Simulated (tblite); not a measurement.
C5H10B2GeS.
Atom-mapped SMILES: `[BH2:1][S:2][BH:3]/[C:4](=[CH:5]\[C:6]#[CH:7])[GeH2:8][CH3:9]` (hydrogens: H10, H11 on B1; H12 on B3; H13 on C5; H14 on C7; H15, H16 on Ge8; H17, H18, H19 on C9)

Computed with GFN2-xTB (tblite), gas phase: L-BFGS steps from a force-field or distance-geometry start until the largest atomic force falls under 0.01 eV/Å.

Step 77: E = -635.7342 eV
```
atom  x, y, z in Å  |  force x, y, z in eV/Å
B1      2.0457    2.6937    1.4551    0.056  -0.032  -0.009
S2      0.5600    1.9221    0.9087   -0.092  -0.019  -0.041
B3      0.9462    0.1734    0.7206    0.036   0.046   0.065
C4      0.0515   -0.6423   -0.2236    0.028   0.025  -0.027
C5      0.2502   -1.9597   -0.4569   -0.049   0.023   0.027
C6      1.1824   -2.7590    0.2262   -0.003   0.026  -0.085
C7      1.9675   -3.4910    0.7693    0.041  -0.010  -0.032
Ge8    -1.3292    0.3451   -1.2372    0.143   0.023  -0.111
C9     -2.8980    0.8415   -0.1652    0.038  -0.011  -0.006
H10     2.9928    2.0463    1.6756   -0.003   0.015   0.026
H11     2.0524    3.8583    1.5357   -0.021  -0.019   0.028
H12     1.8831   -0.2609    1.2677    0.030  -0.036   0.002
H13    -0.3194   -2.5002   -1.2126   -0.076   0.097   0.047
H14     2.6765   -4.1128    1.2291   -0.020  -0.004   0.051
H15    -1.7775   -0.5254   -2.3930    0.028  -0.057  -0.010
H16    -0.7028    1.5718   -1.8507   -0.066  -0.073  -0.036
H17    -3.3568   -0.0480    0.2548   -0.065  -0.012   0.042
H18    -3.6315    1.3570   -0.7777   -0.014  -0.021  -0.008
H19    -2.6031    1.4994    0.6436    0.009   0.037   0.079
```

Step 78: E = -635.7369 eV
```
atom  x, y, z in Å  |  force x, y, z in eV/Å
B1      2.0498    2.7005    1.4876   -0.170   0.008  -0.080
S2      0.5817    1.9270    0.8637    0.092   0.086   0.041
B3      0.9635    0.1770    0.6848   -0.016   0.041   0.005
C4      0.0501   -0.6497   -0.2373    0.062   0.067  -0.003
C5      0.2402   -1.9713   -0.4534   -0.020   0.018   0.022
C6      1.1804   -2.7645    0.2271    0.077  -0.036  -0.011
C7      1.9725   -3.4882    0.7738   -0.026   0.049  -0.087
Ge8    -1.3388    0.3324   -1.2491    0.071  -0.022  -0.069
C9     -2.8979    0.8509   -0.1655    0.020  -0.032   0.014
H10     2.9868    2.0576    1.7383    0.066  -0.070   0.037
H11     2.0546    3.8662    1.5970   -0.065  -0.109  -0.006
H12     1.9124   -0.2509    1.2138    0.043  -0.051   0.019
H13    -0.3373   -2.5226   -1.1952   -0.090   0.111   0.048
H14     2.6885   -4.1058    1.2308   -0.049   0.021   0.035
H15    -1.8066   -0.5482   -2.3939    0.044  -0.035   0.030
H16    -0.7186    1.5497   -1.8812   -0.044  -0.046  -0.046
H17    -3.3567   -0.0306    0.2762   -0.027   0.031   0.009
H18    -3.6385    1.3572   -0.7793    0.022  -0.038   0.009
H19    -2.5959    1.5227    0.6313    0.011   0.008   0.031
```

Question: Estimate the geometry and energy of step 79. (The exact step hangs on the optimiser's Hessian estimate; all steps are aligned on step 78, rigid shifts and turns removed.)

Answer: E = -635.7407 eV, largest force 0.146 eV/Å
```
atom  x, y, z in Å  |  force x, y, z in eV/Å
B1      2.0465    2.6957    1.4849   -0.092   0.063  -0.026
S2      0.5844    1.9285    0.8599   -0.009   0.000  -0.001
B3      0.9676    0.1779    0.6867   -0.020   0.063  -0.024
C4      0.0549   -0.6464   -0.2357    0.014   0.040  -0.027
C5      0.2399   -1.9690   -0.4495    0.024   0.026   0.008
C6      1.1846   -2.7635    0.2235    0.011   0.006  -0.013
C7      1.9751   -3.4871    0.7714   -0.008   0.018  -0.063
Ge8    -1.3359    0.3334   -1.2506    0.014  -0.053  -0.025
C9     -2.8971    0.8520   -0.1646    0.011  -0.029   0.001
H10     2.9776    2.0534    1.7546    0.088  -0.082   0.036
H11     2.0507    3.8607    1.5852   -0.042  -0.058   0.002
H12     1.9192   -0.2513    1.2084    0.047  -0.044   0.039
H13    -0.3408   -2.5189   -1.1882   -0.108   0.094   0.027
H14     2.6850   -4.1086    1.2311   -0.020   0.010   0.037
H15    -1.8035   -0.5467   -2.3988    0.050  -0.029   0.061
H16    -0.7204    1.5475   -1.8859   -0.021  -0.005  -0.056
H17    -3.3568   -0.0279    0.2783   -0.016   0.000   0.011
H18    -3.6425    1.3562   -0.7752    0.049  -0.033  -0.002
H19    -2.5981    1.5234    0.6339    0.029   0.011   0.016
```

The energy changes by -0.0038 eV. The first-order estimate −F·Δx gives -0.0055 eV and the mean of the old and new forces, exact on a quadratic surface, -0.0038 eV. The step makes an angle of 66° with the force vector and moves no atom by more than 0.019 Å.

The cost below is that of the whole relaxation. On Arm Neoverse N1, one thread, shared host with 64 logical CPUs at a one-minute load of 59, this took 2.5 s wall.
